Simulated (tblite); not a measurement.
C₅H₁₆Si₂.
Geometry (GFN2-xTB, Å), atoms numbered from 1 in this order:
```xyz
23
C5H16Si2 angstrom
C     -1.2157   -0.6139    1.4037
C     -0.9541    0.5681    0.4732
C     -2.2735    1.0886   -0.0905
Si     0.2853    0.1319   -0.9206
C     -0.4313   -1.2106   -2.0670
C      1.9278   -0.4834   -0.1764
Si     2.7446    0.6508    1.1071
H     -0.2914   -0.9590    1.8622
H     -1.6596   -1.4431    0.8562
H     -1.9047   -0.3320    2.2003
H     -0.5139    1.3700    1.0754
H     -2.1055    1.9495   -0.7334
H     -2.7698    0.3179   -0.6762
H     -2.9469    1.3877    0.7125
H      0.5301    1.3512   -1.7157
H      0.2795   -1.4747   -2.8441
H     -1.3386   -0.8721   -2.5579
H     -0.6708   -2.1200   -1.5228
H      2.6303   -0.6424   -0.9946
H      1.7722   -1.4648    0.2728
H      4.0345    0.0803    1.5147
H      1.8989    0.7679    2.2977
H      2.9676    1.9790    0.5335
```

Calculated harmonic vibrations of the isolated species, GFN2-xTB (tblite), most abundant isotopes, no scaling. This tight-binding method is rough: wavenumbers can miss measured ones by several per cent, in bad cases by 10 to 20. Modes of hydrogen on silicon can be 10 to 20 % off. One conformer, not necessarily the lowest.

Harmonic wavenumbers (cm⁻¹): 41.7, 53.1, 101.7, 108.5, 118.3, 150.6, 169.2, 202.3, 225.7, 244.7, 284.1, 328.4, 409.7, 492.4, 512.1, 610.3, 619.7, 633.6, 691.7, 714.5, 755.2, 786.2, 791.8, 803.7, 813.3, 823.4, 841.8, 945.1, 949.7, 995.3, 1023.3, 1042.2, 1133.7, 1142.5, 1180.8, 1283.6, 1314.3, 1371.9, 1410.8, 1423.5, 1459.1, 1487.1, 1491.3, 1504.0, 1512.2, 1514.5, 1518.6, 2154.6, 2221.0, 2245.9, 2256.9, 2923.9, 2970.2, 2982.7, 2995.8, 3001.4, 3019.9, 3027.4, 3029.4, 3032.5, 3033.8, 3041.9, 3044.2.

A = 2132, B = 1044, C = 844.6 MHz; mass 132.079 u (most abundant isotopes); point group C1, symmetry number 1.

Q: Zero-point energy?

A: ½Σν̃ = 41506 cm⁻¹ = 496.53 kJ/mol.

Q: Entropy at 500 K, 1 bar (ideal gas, RRHO, classical rotation)?

A: Translation 180.51, rotation 129.99, vibration 273.25: S = 583.7 J/(mol K).

Q: And Cp and H(500 K) − H(0)?

A: Cp = 285.75 J/(mol K), of which vibrations give 252.49 (their classical limit is 63 R = 523.8); H(500 K) − H(0) = 84.80 kJ/mol without the zero-point energy, 68.17 from vibrations.

Q: Blend soft modes into free rotors: weight 1/[1 + (100 cm⁻¹/ν̃)⁴] for the oscillator and the rest for a rotor with moment μB/(μ + B), μ = h/(8π²ν), B = 10⁻⁴⁴ kg m². What vibrational entropy results?

A: 252.37 J/(mol K) in place of 273.25, which changes −T·S at 500 K by +10.44 kJ/mol.

Q: How do the functions run with temperature in this model?

A: 
| T (K) | S (J/(mol K)) | Cp (J/(mol K)) | H − H(0) (kJ/mol) | G − H(0) (kJ/mol) | ln q(vib) |
| --- | --- | --- | --- | --- | --- |
| 100 | 308.4 | 97.7 | 6.40 | -24.44 | 2.49 |
| 200 | 391.5 | 147.4 | 18.67 | -59.63 | 6.18 |
| 300 | 460.9 | 198.2 | 35.95 | -102.32 | 9.72 |
| 800 | 738.7 | 373.5 | 184.72 | -406.22 | 25.85 |
| 1000 | 826.5 | 413.3 | 263.60 | -562.92 | 31.59 |

q(vib) and H(0) count from the zero-point level.

Q: What must be added to the electronic energy to get the Gibbs energy at 500 K and 1 bar?

A: ZPE + [H(500 K) − H(0)] − T·S = 496.53 + 84.80 − 291.87 = 289.46 kJ/mol.

Hindered rotation and anharmonicity are outside this model. Other conformers, if any are populated, would add a mixing term that is left out. The structure is chiral; the term R ln 2 for an equal mix with its mirror image is left out.
